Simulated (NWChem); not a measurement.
System: BeSiH$_{3}$Cl; SMILES [SiH3][Be][Cl]

NWChem input:

```
start job
memory heap 200 mb stack 900 mb global 1100 mb
geometry units angstroms noautosym nocenter noautoz
  Be     0.000000     0.000000    -0.161723
  Cl     0.000000     0.000000    -1.984899
  Si     0.000000     0.000000     2.007591
  H      0.552395    -1.279039     2.558779
  H     -1.383877     0.161131     2.558779
  H      0.831482     1.117907     2.558779
end
basis spherical
  * library cc-pvtz
end
dft
  xc bhlyp
  iterations 150
end
tddft
  cis
  ecut -63.0
  nroots 6
  notriplet
end
task tddft energy
```

Structure relaxed at the PBE0/def2-SVP level.

Core excitations by TDA in a window of 1s orbitals, non-relativistic and unshifted: absolute energies depend strongly on the exact-exchange share.

Task: Give the results of this calculation. (BHandHLYP/cc-pVTZ, restricted-window TDA.) Quantities: first 1s excitation (eV); dipole oscillator strength of the first; first state with f > 0.002 (eV); dipole oscillator strength of that state.

Result: 
```yaml
first 1s excitation (eV): 1822.9
dipole_oscillator_strength_of_the_first: 0.0016
first state with f > 0.002 (eV): 1824.9
dipole_oscillator_strength_of_that_state: 0.0040
```
